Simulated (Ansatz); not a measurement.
One geometry of the cluster Si2W2⁻, several levels of theory.

```yaml
crystal:
  periodic: [false, false, false]
  atoms:
    - {symbol: W, position_ang: [-1.349885, -0.153798, -1.098509]}
    - {symbol: W, position_ang: [0.444149, 1.067510, -0.733009]}
    - {symbol: Si, position_ang: [0.332975, -1.380917, 0.218968]}
    - {symbol: Si, position_ang: [0.572761, 0.467206, 1.612550]}
basis:
  gaussian: {orbitals: def2-TZVPD, initial_orbitals: start.molden}
total_charge: -1
magnetization: {spin_polarized: true, initial_magnetization: 1}
hamiltonian: {xc: pbe, dispersion: d4}
scf: {omitted_lower_state_checks: [starts]}
output: {forces: true, orbitals: {seedname: orbitals}}
```

The file start.molden holds the orbitals of an earlier run on this structure, at another level or in another basis.

```sh
$ ansatz run in.yaml --threads 4 --pin off --events-out ev --progress --plain --max-ram 3916MiB
```

Shortened log:

```
Functional definition: PBE
1242 factors; their error is unknown
mean field evaluation 1: about -19399.5891 eV, gradient 7.1e0 eV
mean field evaluation 2: about -19399.7980 eV, gradient 5.0e-1 eV
mean field evaluation 4: about -19399.8231 eV, gradient 1.7e-1 eV
mean field evaluation 8: about -19399.8309 eV, gradient 1.0e-1 eV
mean field evaluation 16: about -19399.8822 eV, gradient 2.0e-4 eV
mean field -19399.88217869 eV, -712.9325203544 hartree, gradient 5.9e-6 eV, S^2 0.803733; 0 other end points of the search recorded, 0 dependent functions left out
reference -19399.88221612 eV, -712.9325217298 hartree; 29, 28 occupied and 143, 144 virtual orbitals, 1242 factors
Total energy: -19400.17041433 eV, -712.9431128189 hartree
Atom 0 at    -1.349885    -0.153798    -1.098509 Å, force     0.775372    -0.055508     0.749139 eV/Å
Atom 1 at     0.444149     1.067510    -0.733009 Å, force    -0.106712     0.004498    -0.007064 eV/Å
Atom 2 at     0.332975    -1.380917     0.218968 Å, force    -0.380603    -0.215559    -0.492280 eV/Å
Atom 3 at     0.572761     0.467206     1.612550 Å, force    -0.288057     0.266569    -0.249794 eV/Å
Dipole moment:    -0.099440     0.465115    -0.707025 e Å
Checks for a lower state left out: starts
```

Run time 13 s (4 threads of Arm Neoverse V1 on a shared host).

As the first input, with `hamiltonian: {xc: {name: LC-wPBE}}`, `output: {orbitals: {seedname: orbitals}}` (abridged; 17 s):

```
Functional definition: LC-wPBE
mean field -19397.42980136 eV, -712.8423971496 hartree, gradient 2.0e-5 eV, S^2 2.603347
Total energy: -19397.42980136 eV, -712.8423971498 hartree
Checks for a lower state left out: starts
```

First input, but with `hamiltonian: {xc: lda}`, `output: {orbitals: {seedname: orbitals}}` (abridged; 3.4 s):

```
Functional definition: SPW92
mean field evaluation 16: about -19337.6602 eV, gradient 3.0e-5 eV
mean field -19337.66017831 eV, -710.6459040162 hartree, gradient 5.8e-6 eV, S^2 0.762468
Total energy: -19337.66021274 eV, -710.6459052815 hartree
Checks for a lower state left out: starts
```

As the first input, with `hamiltonian: {xc: hf}`, `output: {orbitals: {seedname: orbitals}}` (abridged; 10 s):

```
Functional definition: HF
mean field evaluation 16: about -19334.2374 eV, gradient 1.0e-5 eV
mean field -19334.23736634 eV, -710.5201179961 hartree, gradient 8.2e-6 eV, S^2 4.303322
Total energy: -19334.23736634 eV, -710.5201179961 hartree
Checks for a lower state left out: starts
```

The first input with `correlation: {method: mp2}`, `output: {orbitals: {seedname: orbitals}}` and without the key `hamiltonian` (abridged; 5.5 s):

```
Functional definition: HF
mean field evaluation 16: about -19334.2378 eV, gradient 2.7e-6 eV
mean field -19334.23776766 eV, -710.5201327444 hartree, gradient 6.9e-6 eV, S^2 4.303323
10 core orbitals not correlated: weight in the atoms' cores, before any rotation towards them, 1.000 or more for the frozen orbitals, at most 0.000 for the correlated occupied ones
second order -25.23963710 eV of doubles, -0.00000000 eV of singles
Total energy: -19359.47740476 eV, -711.4476722998 hartree
Checks for a lower state left out: starts
```

As the first input, with `hamiltonian: {xc: r2scan, dispersion: d4}`, `output: {orbitals: {seedname: orbitals}}` (abridged; 15 s):

```
Functional definition: r2SCAN
mean field -19405.32385515 eV, -713.1324982757 hartree, gradient 2.5e-5 eV, S^2 1.871078
Total energy: -19405.37149526 eV, -713.1342490177 hartree
Checks for a lower state left out: starts
```

The first input with `gaussian: {orbitals: def2-SVPD, initial_orbitals: start.molden}`, `output: {orbitals: {seedname: orbitals}}` (abridged; 6.5 s):

```
Functional definition: PBE
mean field evaluation 16: about -19394.0052 eV, gradient 5.5e-5 eV
mean field -19394.00515581 eV, -712.7165437473 hartree, gradient 1.0e-5 eV, S^2 0.801655
Total energy: -19394.29338763 eV, -712.7271360711 hartree
Checks for a lower state left out: starts
```

Geometry: PBE0-D4/def2-SVPD.

In the def2 sets W takes a core potential; there is no spin–orbit coupling. LC-ωPBE has ω = 0.4 bohr⁻¹. Correlated methods freeze 10 core orbitals; core or outer-core shells of W are correlated, in sets that lack core-valence functions. At PBE-D4/def2-TZVPD, LDA (SPW92)/def2-TZVPD, r2SCAN-D4/def2-TZVPD, PBE-D4/def2-SVPD the highest occupied level of the charge -1 doublet lies above zero (up to 0.51 eV). It is a level of α spin, whose loss leaves a singlet; that state wasn't run at this geometry and level. The electron is either unbound and held by the finite basis, or the level is raised by self-interaction error. At LC-ωPBE/def2-TZVPD, HF/def2-TZVPD, MP2/def2-TZVPD, r2SCAN-D4/def2-TZVPD the charge -1 doublet is spin-contaminated (final ⟨S²⟩ up to 4.30, 0.75 for a pure state). The geometry of the doublet was relaxed on an unsound state (⟨S²⟩ 1.87, where a pure state has 0.75). At PBE0-D4/def2-TZVPD a quartet of charge -1 lies 0.48 eV below the doublet, each at its own geometry. The structure comes from a short search, and lower isomers may exist.
